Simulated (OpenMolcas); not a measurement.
An atom or ion with 12 electrons was computed by XMS-RASPT2, IPEA 0.25 Eh, imaginary shift 0.1 Eh with spin-orbit coupling (OpenMolcas, ANO-RCC-VTZP, DKH2). The lowest levels that the run gave, each within 12 % of the measured value where one is at hand:

| J | Parity | E (cm⁻¹) | g |
| --- | --- | --- | --- |
| 0 | even | 0.0 |  |
| 0 | odd | 36950 |  |
| 1 | odd | 37000 | 1.501 |
| 2 | odd | 37100 | 1.501 |
| 1 | odd | 59850 | 1.000 |

Q: Which ion is it, and what are the configurations and terms?

A: Al II (Z = 13, charge +1; active space 2 electrons in 9 orbitals (RAS2 3s 3p; RAS3 3d, at most 2 electrons)). J, parity and g give the terms where levels are pure, and mixed ones are named by the computed weights; the size of the splittings, set against known spectra of the 12-electron sequence, gives the charge. In order, with the measured energies in cm⁻¹ (NIST Handbook of Basic Atomic Spectroscopic Data): 3s² ¹S₀, 3s 3p ³P°₀ (37393), 3s 3p ³P°₁ (37454), 3s 3p ³P°₂ (37578), 3s 3p ¹P°₁ (59852).

Active for correlation alone: 3d; no level in the range computed is led by a configuration that fills it, so any true level of that kind is missing. Measured partners are found by configuration, term and J. A level has none where our copy of the source lacks it or the pairing is in doubt (some pairs that miss far off the trend of their configuration count as doubtful), and it then counts in no deviation. Only configurations of the active space appear.

° marks odd parity.
